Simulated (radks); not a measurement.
Values are calculated unless marked as measured or tabulated.
All-electron atom: N II in [He] 2p4 (not the ground configuration).

Level of theory: scalar-relativistic Kohn-Sham, BLYP, spin-polarised, spherical densities, point nucleus; open shells are filled with parallel spins first (a radial shooting solver on a logarithmic mesh with Libxc functionals).

Energy parts (eV):
part                     energy
total                 -1448.407
kinetic                1446.632
electron-nucleus      -3331.297
Hartree                 606.176
exchange-correlation   -169.918

Orbitals (lengths in bohr, moments of r in powers of bohr; r(max) is where P^2 peaks):
1s up: occ. 1; eigenvalue (eV) -402.6496; <1/r> 6.644; <r> 0.2298; r(max) 0.1480
1s down: occ. 1; eigenvalue (eV) -401.5025; <1/r> 6.658; <r> 0.2291; r(max) 0.1478
2p up: occ. 3; eigenvalue (eV) -22.1630; <1/r> 1.059; <r> 1.254; r(max) 0.9059
2p down: occ. 1; eigenvalue (eV) -18.6741; <1/r> 1.011; <r> 1.335; r(max) 0.9332

The highest occupied level is 2p down at -18.674 eV. Spin moment in Bohr magnetons: 2.
